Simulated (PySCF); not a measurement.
C₂H₄FNOSi, SMILES O=C/N=C/[SiH2]F. Atoms are numbered in the order given.

```xyz
10

O      2.8833    -0.8072     0.6089
C      2.4533     0.0637    -0.1025
N      1.1362     0.5450    -0.0637
C      0.1331    -0.2309    -0.2074
Si    -1.5861     0.5391    -0.0183
F     -2.6856    -0.6565    -0.1384
H      3.0845     0.6321    -0.8263
H      0.2758    -1.3081    -0.4380
H     -1.8190     1.5093    -1.1174
H     -1.7030     1.1730     1.3176
```
Charge 0, spin multiplicity 1.

Coordinates come from a B3LYP-D3(BJ)/def2-SVP optimisation. The structure was generated by enumeration; whether it is a known compound was not checked. One conformer was computed; it need not be the lowest.

Two levels are set side by side: PBE/pcSseg-1 (PySCF) and HF/pcSseg-1 (PySCF). GIAO shifts against CFCl3 (¹⁹F), H2O (¹⁷O), NH3 (¹⁵N), TMS (²⁹Si), TMS (¹H), TMS (¹³C) at the same level; non-relativistic, no solvent, atoms listed together averaged. Differences are taken from unrounded values.

```csv
quantity,HF
δ(¹⁷O) of O1 (ppm),563.6
δ(¹³C) of C2 (ppm),183.5
δ(¹⁵N) of N3 (ppm),461.8
δ(¹³C) of C4 (ppm),192.6
δ(²⁹Si) of Si5 (ppm),-25.6
δ(¹⁹F) of F6 (ppm),-175.7
δ(¹H) of H7 (ppm),9.29
δ(¹H) of H8 (ppm),8.95
"δ(¹H) of H9, H10 (ppm)",4.98
```

### Question
What does PBE give, and how far is it from HF? (The exact figures need the calculation; the answer reports its results.)

### Answer

```json
[
 {"quantity": "δ(¹⁷O) of O1 (ppm)", "PBE": "572.7", "PBE minus HF": "9.1"},
 {"quantity": "δ(¹³C) of C2 (ppm)", "PBE": "180.1", "PBE minus HF": "-3.4"},
 {"quantity": "δ(¹⁵N) of N3 (ppm)", "PBE": "474.0", "PBE minus HF": "12.2"},
 {"quantity": "δ(¹³C) of C4 (ppm)", "PBE": "190.6", "PBE minus HF": "-2.1"},
 {"quantity": "δ(²⁹Si) of Si5 (ppm)", "PBE": "-15.1", "PBE minus HF": "10.5"},
 {"quantity": "δ(¹⁹F) of F6 (ppm)", "PBE": "-250.4", "PBE minus HF": "-74.7"},
 {"quantity": "δ(¹H) of H7 (ppm)", "PBE": "9.76", "PBE minus HF": "0.47"},
 {"quantity": "δ(¹H) of H8 (ppm)", "PBE": "9.36", "PBE minus HF": "0.42"},
 {"quantity": "δ(¹H) of H9, H10 (ppm)", "PBE": "5.56", "PBE minus HF": "0.59"}
]
```

Rough cost on one machine, each run with all the roots and properties that it gave: HF against PBE within a factor of 2.
